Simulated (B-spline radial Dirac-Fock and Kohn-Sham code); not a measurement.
**Dispersion corrections for Li to Ni**

Method: the dispersion relation over Dirac-Hartree-Slater subshell photoionisation cross sections, with the Kissel-Pratt high-energy constant (isolated atom, no bound-bound lines or fine structure). Computed with a radial B-spline solver. Values in electrons; * marks an element with an edge within 2 % of one of the energies, where the values are sensitive to the edge position.

```
 Z  element  f′ at 4000 eV  f″ at 4000 eV  f′ at 4510.9 eV  f″ at 4510.9 eV  f′ at 8047.8 eV  f″ at 8047.8 eV
 3       Li          0.005          0.002            0.004            0.001            0.001            0.000
 4       Be          0.015          0.007            0.012            0.005            0.004            0.001
 5        B          0.033          0.019            0.027            0.015            0.009            0.004
 6        C          0.062          0.042            0.051            0.033            0.019            0.010
 7        N          0.103          0.081            0.086            0.064            0.033            0.019
 8        O          0.152          0.141            0.128            0.111            0.052            0.034
 9        F          0.209          0.227            0.179            0.179            0.076            0.055
10       Ne          0.270          0.344            0.236            0.273            0.106            0.086
12       Mg          0.370          0.690            0.340            0.554            0.178            0.183
13       Al          0.394          0.929            0.377            0.749            0.218            0.252
14       Si          0.385          1.217            0.395            0.986            0.260            0.338
15        P          0.328          1.561            0.383            1.270            0.302            0.444
16        S          0.186          1.953            0.316            1.596            0.339            0.569
17       Cl         -0.074          2.400            0.178            1.971            0.369            0.716
18       Ar         -0.544          2.928           -0.069            2.412            0.392            0.890
19        K         -1.507          3.496           -0.515            2.883            0.392            1.085
20      Ca*         -4.596          0.456           -1.383            3.417            0.368            1.305
21      Sc*         -2.105          0.559           -5.390            3.878            0.316            1.555
22       Ti         -1.564          0.679           -2.235            0.549            0.221            1.830
23        V         -1.255          0.815           -1.634            0.660            0.069            2.133
24       Cr         -1.024          0.970           -1.301            0.785           -0.162            2.471
25       Mn         -0.853          1.144           -1.077            0.928           -0.529            2.833
26       Fe         -0.698          1.340           -0.895            1.088           -1.136            3.228
27       Co         -0.559          1.559           -0.738            1.267           -2.427            3.640
28       Ni         -0.435          1.801           -0.601            1.465           -3.011            0.525
```
